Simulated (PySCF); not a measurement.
C2H6AlCl, SMILES C[CH2][AlH][Cl]. Atoms are numbered in the order given.

```xyz
10

Al    -0.1642    -0.4655     0.3424
H     -0.6471    -1.8829     0.8595
Cl     0.2744     0.9729     1.8295
C      0.0517     0.0438    -1.5302
C     -0.2724    -1.0376    -2.5610
H      1.0898     0.4056    -1.6537
H     -0.5688     0.9442    -1.6977
H     -1.3157    -1.3832    -2.4815
H      0.3649    -1.9281    -2.4382
H     -0.1301    -0.6812    -3.5942
```

Geometry: PBE0-D3(BJ)/def2-SVP. The structure was generated by enumeration; whether it is a known compound was not checked. The values are those of a single conformer.

All values below come from PySCF with PBE/pcSseg-1.

GIAO shieldings, no solvent; atoms alike by connectivity are averaged. δ = σ(ref) − σ: ¹H against TMS (σ = 31.49 ppm); ³⁵Cl against HCl (σ = 936.5 ppm); ¹³C against TMS (σ = 182.0 ppm), references at their B3LYP-D3(BJ)/def2-TZVP geometries, non-relativistic (without spin–orbit terms, shifts of atoms bonded to Cl or Br come out too high).

```tsv
atoms	nucleus	count	δ (ppm)
H2	¹H	1	5.65
H8, H9, H10	¹H	3	(withheld)
H6, H7	¹H	2	(withheld)
Cl3	³⁵Cl	1	(withheld)
C4	¹³C	1	11.7
C5	¹³C	1	11.1
```

Complete the blanks. (Estimate from the structure and the level; the computed values follow.)


- H6, H7, δ (ppm): 0.77
- H8, H9, H10, δ (ppm): 1.44
- Cl3, δ (ppm): 108.1
